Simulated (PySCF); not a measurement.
Hg⁶⁹⁺: ionisation energy

Hg⁶⁹⁺ [Ne] 3s1 (2S) → Hg⁷⁰⁺ [Ne] (1S), as a difference of total energies. Calculation: PySCF 2.14, in an even-tempered Gaussian basis (17 s from 21 bohr⁻², ratio 2.5; 12 p from 28 bohr⁻², ratio 2.5; 4 d from 100 bohr⁻², ratio 2.7; 4 f from 150 bohr⁻², ratio 2.7); scalar relativity by spin-free X2C-1e. Correlated levels: outer shells: 1s2 frozen; virtual orbitals above 40 to 60 times the deepest correlated orbital energy dropped. The calculations carry no spin-orbit coupling.

| method | ionisation energy (eV) |
| --- | --- |
| UHF | 8622.3 |
| MP2 (outer shells) | 8623.1 |
| SCS-MP2 (outer shells) | 8623.0 |
| CCSD (outer shells) | 8623.1 |
| CCSD(T) (outer shells) | 8623.1 |

Breit and QED terms and the two-electron picture change are absent.

For comparison: 8620 ± 50 eV (theoretical estimate listed by NIST; NIST Atomic Spectra Database, ionization energies).
